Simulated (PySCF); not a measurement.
C4H9NSi, SMILES C#C[Si@H](C)NC. Coordinates come from a PBE-D3(BJ)/def2-SVP optimisation. The structure was generated by enumeration; whether it is a known compound was not checked. The values are those of a single conformer.

### Question
Give the equilibrium geometry at PBE-D3(BJ)/def2-SVP (PySCF confirms it by a frequency run) as Cartesian coordinates in Å. (An estimate is asked for; the answer gives what the named calculation found.)

### Answer
Several could match; the one computed here: 
```xyz
15

C     -0.9859     1.4559     2.1013
C     -0.7359     0.8893     1.0393
Si    -0.3716     0.0483    -0.5671
C     -1.6145    -1.3207    -0.9119
N      1.2129    -0.6645    -0.4366
C      2.4094     0.0469    -0.0228
H     -1.2075     1.9508     3.0381
H     -0.5100     1.1209    -1.6263
H     -1.5859    -2.0864    -0.1117
H     -1.4010    -1.8139    -1.8827
H     -2.6401    -0.9037    -0.9636
H      1.3961    -1.4712    -1.0386
H      2.9398     0.5802    -0.8490
H      2.1415     0.8083     0.7388
H      3.1417    -0.6391     0.4559
```
Charge 0, spin multiplicity 1.
